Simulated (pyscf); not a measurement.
**`[SiH3][CH2][GeH3]`, singlet**

Gas-phase minimum from PySCF at ωB97X-D3(BJ)/def2-SVP, one conformer. 

```xyz
11

Si     0.4506     1.0870    -1.5941
C      0.2807    -0.0501    -0.1103
Ge    -0.0880     0.9155     1.5481
H     -0.8105     1.8624    -1.7922
H      1.5652     2.0562    -1.3717
H      0.7344     0.3183    -2.8431
H     -0.5348    -0.7706    -0.2874
H      1.2086    -0.6312     0.0193
H      1.0588     1.8978     1.8429
H     -0.2235    -0.0644     2.7263
H     -1.3968     1.7116     1.4057
```
Charge 0, spin multiplicity 1.

Bond lengths (Å): Si1–C2 1.877, Si1–H4 1.494, Si1–H5 1.494, Si1–H6 1.494, C2–Ge3 1.954, C2–H7 1.102, C2–H8 1.102, Ge3–H9 1.538, Ge3–H10 1.538, Ge3–H11 1.538. Angles (°): C2–Si1–H4 110.1, C2–Si1–H5 110.1, C2–Si1–H6 111.5, H4–Si1–H5 108.2, H4–Si1–H6 108.5, H5–Si1–H6 108.5, Si1–C2–Ge3 112.9, Si1–C2–H7 109.6, Si1–C2–H8 109.6, Ge3–C2–H7 108.6, Ge3–C2–H8 108.6, H7–C2–H8 107.3, C2–Ge3–H9 109.7, C2–Ge3–H10 110.6 (the first ones only).

Properties at ωB97X-D3(BJ)/def2-SVP:

- Harmonic wavenumbers, unscaled: 72, 143, 149, 460, 513, 546, 553, 730, 768, 816, 867, 909, 912, 957, 966, 969, 1029, 1094, 1397, 2179, 2181, 2186, 2246, 2248, 2251, 3094, 3161 cm⁻¹
- Zero-point energy: 47.7 kcal/mol
- Rotational symmetry number: 1
- Entropy of this conformer at 298 K and 1 atm, rigid rotor and harmonic oscillator, modes under 100 cm⁻¹ raised to 100: 331.7 J/(mol K)
- Dipole moment: 0.80 D

Single-point totals, which compare only within one level (frozen core for MP2 and CC):

```json
[
 {"level": "ωB97X-D3(BJ)/def2-TZVP", "total energy (hartree)": "-2409.44852"},
 {"level": "PBE/def2-TZVP", "total energy (hartree)": "-2408.88419"},
 {"level": "r²SCAN/def2-TZVP", "total energy (hartree)": "-2409.36067"},
 {"level": "B3LYP-D3(BJ)/def2-TZVP", "total energy (hartree)": "-2409.51925"},
 {"level": "PBE0-D3(BJ)/def2-TZVP", "total energy (hartree)": "-2408.99241"},
 {"level": "M06-2X/def2-TZVP", "total energy (hartree)": "-2409.37320"},
 {"level": "ωB97M-D3(BJ)/def2-TZVP", "total energy (hartree)": "-2409.49653"},
 {"level": "HF/def2-TZVPP", "total energy (hartree)": "-2406.84526"},
 {"level": "MP2/def2-TZVPP", "total energy (hartree)": "-2407.42386"},
 {"level": "CCSD/def2-TZVPP", "total energy (hartree)": "-2407.47081"},
 {"level": "CCSD(T)/def2-TZVPP", "total energy (hartree)": "-2407.49256"}
]
```

Soft torsions are taken as harmonic, which can shift the entropy by several J/(mol K). The CCSD(T) − MP2 part came from Ansatz, without density fitting, on the same reference. The frozen core leaves the outer d or s,p core shells of the metals and heavy elements correlated in the MP2 and CC values, and def2-TZVPP describes them poorly, so these totals are far from the basis limit. Elements up to Kr have no core potential and no relativistic terms here.
